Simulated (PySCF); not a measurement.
## BSe: one state, many levels of theory

State: ²Σ⁺ (doublet), unpaired electrons σ ↑. Set-up: B def2-TZVPP, Se def2-TZVPP; no relativity (PySCF 2.14). De refers to B + Se in their high-spin ground configurations, without counterpoise correction. The functionals are run spin-unrestricted. A positive dipole means B(−)Se(+).

```json
{"Level": "ROHF", "Re (Å)": "1.732", "ωe (cm⁻¹)": "1037", "De (eV)": "3.35", "μ (D)": "-1.29", "CPU s a point (SCF and correlation, without the integrals)": "0.58"}
{"Level": "ROHF-MP2", "Re (Å)": "1.743", "ωe (cm⁻¹)": "1007", "De (eV)": "5.11", "μ (D)": "n/a", "CPU s a point (SCF and correlation, without the integrals)": "1.2"}
{"Level": "ROHF-SCS-MP2", "Re (Å)": "1.744", "ωe (cm⁻¹)": "1001", "De (eV)": "4.80", "μ (D)": "n/a", "CPU s a point (SCF and correlation, without the integrals)": "n/a"}
{"Level": "ROHF-CCSD", "Re (Å)": "1.743", "ωe (cm⁻¹)": "997", "De (eV)": "4.51", "μ (D)": "n/a", "CPU s a point (SCF and correlation, without the integrals)": "n/a"}
{"Level": "ROHF-CCSD(T)", "Re (Å)": "1.754", "ωe (cm⁻¹)": "970", "De (eV)": "4.80", "μ (D)": "n/a", "CPU s a point (SCF and correlation, without the integrals)": "64"}
{"Level": "PBE", "Re (Å)": "1.755", "ωe (cm⁻¹)": "955", "De (eV)": "5.41", "μ (D)": "-0.30", "CPU s a point (SCF and correlation, without the integrals)": "1.4"}
{"Level": "BLYP", "Re (Å)": "1.762", "ωe (cm⁻¹)": "932", "De (eV)": "5.05", "μ (D)": "-0.33", "CPU s a point (SCF and correlation, without the integrals)": "0.99"}
{"Level": "BP86", "Re (Å)": "1.757", "ωe (cm⁻¹)": "948", "De (eV)": "5.31", "μ (D)": "-0.36", "CPU s a point (SCF and correlation, without the integrals)": "0.99"}
{"Level": "TPSS", "Re (Å)": "1.753", "ωe (cm⁻¹)": "958", "De (eV)": "5.13", "μ (D)": "-0.39", "CPU s a point (SCF and correlation, without the integrals)": "2.2"}
{"Level": "r²SCAN", "Re (Å)": "1.744", "ωe (cm⁻¹)": "988", "De (eV)": "5.34", "μ (D)": "-0.55", "CPU s a point (SCF and correlation, without the integrals)": "2.3"}
{"Level": "M06-L", "Re (Å)": "1.739", "ωe (cm⁻¹)": "995", "De (eV)": "5.27", "μ (D)": "-0.29", "CPU s a point (SCF and correlation, without the integrals)": "2.4"}
{"Level": "PBE0", "Re (Å)": "1.741", "ωe (cm⁻¹)": "994", "De (eV)": "5.11", "μ (D)": "-0.52", "CPU s a point (SCF and correlation, without the integrals)": "2.7"}
{"Level": "CAM-B3LYP", "Re (Å)": "1.733", "ωe (cm⁻¹)": "1004", "De (eV)": "4.81", "μ (D)": "-0.60", "CPU s a point (SCF and correlation, without the integrals)": "3.4"}
```

(1) Which functional lies closest to ROHF-CCSD(T) in De, which farthest, and by how much do they differ from it?

(2) What does the step from GGA to meta-GGA do here, going from PBE to r²SCAN?

(3) What does second-order correlation do here, going from ROHF to ROHF-MP2?

Correlated steps freeze 10 core orbitals. Spin–orbit coupling is left out. The state was picked by a PBE0 search and need not be the measured ground state.

The whole job (state search and all levels along the bond) took about 13 min on 1 thread of Arm Neoverse V1 (shared host), peak memory 1.9 GiB.

## Answers

(1) Closest is CAM-B3LYP (-2.1 pm in Re, +3.5 % in ωe, +0.01 eV in De against ROHF-CCSD(T) in the same basis), farthest PBE (+0.1 pm in Re, -1.5 % in ωe, +0.61 eV in De). CCSD(T) converges more slowly with the basis than the functionals do and binds too weakly in this one, so the order can change at the basis-set limit.

(2) r²SCAN less PBE: -1.1 pm in Re, +3.5 % in ωe, -0.07 eV in De. 

(3) ROHF-MP2 less ROHF: +1.1 pm in Re, -2.9 % in ωe, +1.76 eV in De. Correlation nearly always deepens the well. The bond lengthens, as in strong covalent bonds, where excitations into antibonding orbitals dominate.
